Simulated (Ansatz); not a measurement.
# ClFGeHSi+: where a starting geometry ends

The starting geometry of this gas-phase singlet was optimised with GFN2-xTB.

```xyz
5

Cl   -1.9794   -1.5332   -0.0469
F     0.7217   -4.2953   -1.9114
Ge    0.4421   -2.8309   -2.8539
Si   -0.0666   -1.6980   -0.4891
H     0.7230   -1.5599    0.7599
```

Question: Predict what it relaxes into with B3LYP-D3(BJ)/def2-SVP.

Answer: A new bond forms, giving a structure with F2 bridging Ge3 and Si4, given below by its coordinates. Distances that change by over a tenth: F2–Ge3 (1.76 → 2.08 Å). Contacts that close: F2–Si4 (3.06 → 1.78 Å).

The energy falls by 0.39 eV over 18 steps:

| step | E − E(last) (eV) |
| --- | --- |
| 1 | 0.386 |
| 3 | 0.337 |
| 5 | 0.336 |
| 7 | 0.331 |
| 9 | 0.302 |
| 10 | 0.287 |
| 12 | 0.125 |
| 14 | 0.027 |
| 16 | 0.000 |
| 18 | 0.000 |

Final geometry (Å):

```yaml
atoms:
  - { symbol: Cl, position_ang: [-1.9576, -1.8310, -0.2291] }
  - { symbol: F, position_ang: [0.2981, -3.6839, -1.1802] }
  - { symbol: Ge, position_ang: [0.5656, -2.6201, -2.9511] }
  - { symbol: Si, position_ang: [0.0096, -2.0021, -0.6594] }
  - { symbol: H, position_ang: [0.9249, -1.7803, 0.4784] }
```

The end wasn't checked by frequencies. Run with Ansatz 0.2.0, 47 s on 2 threads of Intel(R) Xeon(R) Platinum 8259CL CPU @ 2.50GHz (Skylake/Cascade Lake) (shared host).
